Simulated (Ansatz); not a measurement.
Reactions of `C[SiH]1[SiH2][SiH2]1`.

Gas-phase electronic energies from Ansatz, PBE0-D4/def2-TZVP geometries. CCSD(T)/CBS adds triple-zeta CCSD(T) − MP2 to the extrapolated MP2 energy (def2 sets, frozen cores). This one scheme is used for every species, atoms too. DFT in def2-TZVPP. Open shells (•) are unrestricted, without spin–orbit coupling. Spin–orbit coupling would lower the free atoms: a little for C, Si. Each species was taken in one conformer, which may not be the lowest.

```tsv
reaction	ωB97M-V (eV)	CCSD(T)/CBS(def2) (eV)
`C[SiH]1[SiH2][SiH2]1` + `N[SiH2][SiH3]` → `CN[SiH2][SiH3]` + `[SiH2]1[SiH2][SiH2]1`	0.83	0.83
`C[SiH]1[SiH2][SiH2]1` + H₂ → `[SiH2]1[SiH2][SiH2]1` + CH₄	-0.31	-0.30
`C[SiH]1[SiH2][SiH2]1` + HCl → `Cl[SiH]1[SiH2][SiH2]1` + CH₄	-0.96	-0.95
`C[SiH]1[SiH2][SiH2]1` + `OCS` → `CSCO` + `[SiH2]1[SiH2][SiH2]1`	0.28	0.28
`C[SiH]1[SiH2][SiH2]1` + `N[SiH2]CO` → `OC[SiH]1[SiH2][SiH2]1` + `C[SiH2]N`	0.07	0.05
`C[SiH]1[SiH2][SiH2]1` + H–F → `F[SiH]1[SiH2][SiH2]1` + CH₄	-1.22	-1.16
`C[SiH]1[SiH2][SiH2]1` + H₂O → `O[SiH]1[SiH2][SiH2]1` + CH₄	-0.81	-0.76
`C[SiH]1[SiH2][SiH2]1` → `[CH2]` (triplet) + `[SiH2]1[SiH2][SiH2]1`	4.95	4.91
`C[SiH]1[SiH2][SiH2]1` → C• + 8 H• + 3 Si•	39.17	39.21
`C[SiH]1[SiH2][SiH2]1` + CH₃OH → `OC[SiH]1[SiH2][SiH2]1` + CH₄	0.09	0.10
```

Largest T1 diagnostic: 0.015, for `[SiH2]1[SiH2][SiH2]1`.
